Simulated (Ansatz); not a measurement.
`FB[O][GeH3]` + H₂Se → `[GeH3][SeH]` + `OBF`  (ligand exchange at a Ge–O bond)

Program: Ansatz. Geometries: PBE0-D4/def2-TZVP. ΔE: electronic, gas phase. CCSD(T)/CBS is the MP2 limit (def2-TZVPP, def2-QZVPP) plus CCSD(T) − MP2 in def2-TZVPP, frozen cores. This one scheme is used for every species. DFT in def2-TZVPP. HSE06 is defined as in plane-wave codes. For Ge, Se outer-core shells are correlated without core-valence functions, which leaves a few kJ/mol of doubt a bond. Scalar relativity is left out up to krypton. Each species was taken in one conformer, which may not be the lowest.

| level | ΔE (kJ/mol) |
| --- | --- |
| PBE0-D4 | -40.1 |
| HSE06 | -40.4 |

(1) What does CCSD(T)/CBS give? (An estimate is asked.)

Largest T1 diagnostic among the species: 0.013.

## Answers

(1) Ansatz gave: -31.6 kJ/mol. The listed levels differ from it by -8.5, -8.8 kJ/mol.

In def2-TZVPP, CCSD(T) changes the Hartree–Fock value by −3.7 kJ/mol (the triples alone add −0.5 kJ/mol) and MP2 by −7.0 kJ/mol. Leaving LDA and LC-ωPBE aside and taking each functional with its dispersion term where it has one, the values, not all of them listed here, spread over 16.1 kJ/mol, from HSE06-D4 to B97M-V.
